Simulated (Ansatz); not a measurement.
# Abstraction of H: SiH(OH)2(SiH3) + CSF3 → Si(OH)2(SiH3) + CHF3S

Gas-phase species: SiH(OH)2(SiH3), singlet; CSF3 `FC(F)(F)[S]`, doublet; Si(OH)2(SiH3), doublet; CHF3S (trifluoromethanethiol) `FC(F)(F)S`, singlet. A radical takes H: the energy is the difference in strength between the Si–H bond broken and the S–H bond made.

Shapes, held fixed at every level: PBE0-D4/def2-TZVP. Flexible molecules stand in one conformer, not always the lowest. Programs: Ansatz 0.2.0. The zero-point and thermal change to 298 K, harmonic and unscaled (PBE0-D4/def2-TZVP), is +0.4 kJ/mol.

Question: Estimate ΔH(298 K) of this reaction.

Answer: The highest level, CCSD(T)/CBS estimate, gives ΔH(298 K) = +1.7 kJ/mol; the levels span -30.3 to +40.7. That is about zero within the method's error. They disagree on the sign: 6 of 8 are positive. The column of differences is taken from that level and isn't an error. No measured value is set beside it here. Open shells run unrestricted. The CBS estimate extrapolates MP2 from def2-TZVPP and def2-QZVPP and adds CCSD(T) − MP2 in the triple-zeta set, cores frozen.

| level | kind | ΔH(298 K) (kJ/mol) | less CCSD(T)/CBS estimate |
| --- | --- | --- | --- |
| MP2/def2-SVP | perturbation theory | +10.9 | +9.2 |
| MP2/def2-TZVPP | perturbation theory | +0.6 | -1.1 |
| HF/def2-SVP | Hartree–Fock | +40.7 | +39.0 |
| HF/def2-TZVPP | Hartree–Fock | +34.8 | +33.1 |
| SPW92/def2-TZVPP | LDA | -30.3 | -32.0 |
| PBE-D4/def2-TZVPP | GGA | -16.7 | -18.4 |
| BHLYP-D4/def2-TZVPP | global hybrid | +12.8 | +11.1 |
| CCSD(T)/CBS estimate | coupled cluster or CI | +1.7 | 0.0 |
